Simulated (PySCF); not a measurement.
These are PySCF with B3LYP-D3(BJ)/def2-TZVP // BP86-D3(BJ)/def2-SVP values and carry that method's errors. All species are isolated molecules in the gas phase. B3LYP has the VWN-RPA correlation part, as in Gaussian. 

Reference species: [Ti(Cl)2(Br)2] (neutral, multiplicity 1).

HOMO: -8.65 eV
mean distance from the central atom to its bonded neighbours: 2.250 Å

Changed species: [Ti(Cl)(Br)3] (3 of 4 Cl replaced by Br; the reference has 2 of 4 Cl replaced by Br).

Problem. Give the shifts of the HOMO and mean distance from the central atom to its bonded neighbours.

Solution. the HOMO increases by 0.13 eV, to -8.52 eV; the mean distance from the central atom to its bonded neighbours rises by 0.038 Å, to 2.288 Å.
